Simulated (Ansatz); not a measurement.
Molecule: sum formula H4Si2OCl2, net charge 0, singlet state. 
Coordinates optimised at B3LYP-D3(BJ)/def2-TZVP (Ansatz, a program for electronic structure):
```xyz
9

Si     2.3762    -0.5527    -0.3057
O      0.7609    -0.8680    -0.4549
Si    -0.7437    -0.3643    -0.1830
Cl    -1.0415    -0.1030     1.8291
Cl    -1.0625     1.4291    -1.1250
H      3.1010    -1.7003    -0.8856
H      2.7176    -0.3983     1.1240
H      2.7052     0.6871    -1.0399
H     -1.6992    -1.3497    -0.6872
```

Atomisation energy built up term by term with Ansatz (kcal/mol; UHF references for open shells; valence terms freeze the core; atomic spin-orbit terms are left out). Basis-set limits of correlation are two-point, X^-3; Hartree-Fock from the larger set.

| term | basis | kcal/mol |
|---|---|---|
| Hartree-Fock | aug-cc-pV(Q+d)Z | 557.53 |
| CCSD correlation | CBS(aug-cc-pV(T+d)Z,aug-cc-pV(Q+d)Z) | 171.79 |
| (T) | CBS(aug-cc-pV(T+d)Z,aug-cc-pV(Q+d)Z) | 11.56 |
| core correlation | cc-pwCVTZ | 0.29 |
| scalar relativity (X2C) | cc-pVTZ-DK against cc-pVTZ | -2.28 |
| sum: De |  | 738.9 |

(T) makes 1.6 % of the CCSD(T) atomisation energy; under 5 % is typical of single-reference molecules.
